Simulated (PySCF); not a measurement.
The same groups moved round the core (furan mercapto+boryl). Gas-phase values, no solvent. One relaxed conformer stands for each flexible species; it need not be the lowest. Strings in code marks are SMILES.

The four lowest singlet excitations (Tamm–Dancoff). Computed with PySCF with PBE-D3(BJ)/def2-TZVP // PBE0-D3(BJ)/def2-SVP. Excitations are Tamm–Dancoff values on a coarser integration grid. The basis has no diffuse functions, so Rydberg states are missing or too high.

```json
[
 {"state": "S1", "energy (eV)": "3.52", "wavelength (nm)": "352", "oscillator strength": "0.012"},
 {"state": "S2", "energy (eV)": "4.31", "wavelength (nm)": "288", "oscillator strength": "0.023"},
 {"state": "S3", "energy (eV)": "4.97", "wavelength (nm)": "250", "oscillator strength": "0.087"},
 {"state": "S4", "energy (eV)": "5.15", "wavelength (nm)": "241", "oscillator strength": "0.000"}
]
```

Problem. Name which member gives these states.
A) `Bc1coc(S)c1`
B) `Bc1cc(S)co1`
C) `Bc1occc1S`
D) `Bc1cocc1S`

Solution. A, `Bc1coc(S)c1`
